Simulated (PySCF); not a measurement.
## Computed structure and properties of [Tb(NH2)4]−

System: [Tb(NH2)4]− (singlet in the valence; each metal's 4f electrons, 8 of them, lie in its core potential, out of spins and levels); start: displaced along the imaginary mode (S4). Method: PySCF 2.14.0, RKS PBE0, Tb lcecp-1-SVP with ECP54, N def2-SVP, H def2-SVP; non-relativistic Hamiltonian with scalar-relativistic core potentials where named; density fitting; no spin-orbit coupling.

Input of the relaxation:

```python
mol = gto.M(atom='''
Tb    -0.00000    -0.00000    -0.00000
N      1.13969     1.38987     1.38912
H      1.32487     1.20229     2.40662
H      1.76147     2.18626     1.09824
N     -1.13969    -1.38912     1.38987
H     -1.76147    -1.09824     2.18626
H     -1.32487    -2.40662     1.20229
N      1.13969    -1.38987    -1.38912
H      1.76147    -2.18626    -1.09824
H      1.32487    -1.20229    -2.40662
N     -1.13969     1.38912    -1.38987
H     -1.32487     2.40662    -1.20229
H     -1.76147     1.09824    -2.18626''',
    basis={'Tb': 'lcecp-1-SVP', 'N': 'def2-SVP', 'H': 'def2-SVP'},
    ecp={'Tb': 'lcecp-1-SVP'},
    charge=-1, spin=0)
mf = dft.RKS(mol, xc='PBE0')
mf.grids.atom_grid = (50, 194)  # f atoms: unpruned, at least (60, 302)
mf = mf.density_fit()  # fitting sets: Tb AutoAux, N def2-universal-JKFIT, H def2-universal-JKFIT
mf.conv_tol = 1e-08; mf.max_cycle = 55
mf.kernel(dm0)  # dm0: converged density of the start geometry
# quasi-Newton relaxation in Cartesian coordinates to a largest gradient under 0.00045 Eh/bohr, steps kept in the point group
```

Run from Python with OMP_NUM_THREADS=2; the lines above give its settings. Where DIIS fails, smearing, a level shift and second-order steps follow.
It took 3.1 min on 2 threads of Arm Neoverse V1, on a shared host, from the converged density of the start.

Course of the relaxation:

| step | energy above end (eV) | largest force component within the symmetry (eV/Å) |
| --- | --- | --- |
| 0 | 0.2503 | 1.194 |
| 1 | 0.0782 | 0.082 |
| 2 | 0.0755 | 0.043 |
| 3 | 0.0712 | 0.140 |
| 4 | 0.0675 | 0.146 |
| 5 | 0.0554 | 0.288 |
| 6 | 0.0453 | 0.194 |
| 7 | 0.0420 | 0.419 |
| 19 | 0.0015 | 0.058 |
| 20 | 0.0011 | 0.071 |
| 21 | 0.0009 | 0.114 |
| 22 | 0.0004 | 0.040 |
| 23 | 0.0001 | 0.020 |
| 24 | 0.0000 | 0.014 |
(The steps between are left out.)

Relaxed geometry (S4):

```xyz
13

Tb    0.0000    0.0000    0.0000
N     1.3593    1.2268    1.3348
H     1.3089    1.4100    2.3368
H     2.2249    1.6690    1.0210
N    -1.3593   -1.3347    1.2268
H    -2.2255   -1.0210    1.6683
H    -1.3082   -2.3371    1.4103
N     1.3593   -1.2268   -1.3348
H     2.2249   -1.6690   -1.0210
H     1.3089   -1.4100   -2.3368
N    -1.3593    1.3347   -1.2268
H    -1.3082    2.3371   -1.4103
H    -2.2255    1.0210   -1.6683
```

```csv
contact,Å
Tb1–N2 (NH2),2.266
Tb1–N5 (NH2),2.266
Tb1–N8 (NH2),2.266
Tb1–N11 (NH2),2.266
```

On the finer grid (75, 302):

```
HOMO                                                          : -1.16 eV
LUMO                                                          : 3.94 eV
Dipole about the centre of mass                               : 0.00 D
Set of Mulliken populations of Tb1 outside the core potential : s 2.29, p 6.52, d 1.50, f 0.05
D3(BJ) dispersion energy (not in the energies)                : -0.203 eV
```

```csv
atom,Mulliken (e),Löwdin (e),spin (e)
Tb1,0.64,0.16,0.00
N2,-0.56,-0.37,0.00
H3,0.07,0.04,0.00
H4,0.07,0.04,0.00
N5,-0.56,-0.37,0.00
H6,0.07,0.04,0.00
H7,0.07,0.04,0.00
N8,-0.56,-0.37,0.00
H9,0.07,0.04,0.00
H10,0.07,0.04,0.00
N11,-0.56,-0.37,0.00
H12,0.07,0.04,0.00
H13,0.07,0.04,0.00
```

The 4f levels lie in the core potential and are missing. Their spin isn't counted.

No frequency check is given for this geometry.

Taking off one NH2 (charge -1, singlet; the rest: singlet) in vacuum, both parts rigid, costs 5.24 eV; the small basis without counterpoise inflates it.

Rigid scan of NH2 along the line from its metal:

```
distance to N2 (Å)  energy (eV)
              1.97        0.769
              2.07        0.297
              2.17        0.065
              2.27        0.000
              2.37        0.048
```

One start shape was tried, so this needn't be the lowest isomer.

An lcecp potential fixes the number of 4f electrons, so in runs with it no electron can move into or out of that shell.
